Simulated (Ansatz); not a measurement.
Species: S$_{2}$O$_{2}$, charge 0, multiplicity 1. 
Coordinates optimised at B3LYP-D3(BJ)/def2-TZVP (Ansatz, a program for electronic structure):
```
S
O 1 1.4346
O 1 1.4346 2 119.24
S 1 1.8813 2 120.38 3 -180.00
```

Basis-set convergence of Hartree-Fock and CCSD(T) correlation energies (hartree) with Ansatz. Cores are frozen in the correlated levels unless marked. Spin-orbit coupling is left out. Non-relativistic.

```tsv
basis	functions	E(HF)	E(corr, CCSD(T))
cc-pV(D+d)Z	74	-944.70202	-0.68699
cc-pV(T+d)Z	138	[?]	[?]
```

Question: What belongs in the gaps?

Answer: 
- cc-pV(T+d)Z, E(HF): -944.81344
- cc-pV(T+d)Z, E(corr, CCSD(T)): -0.87968
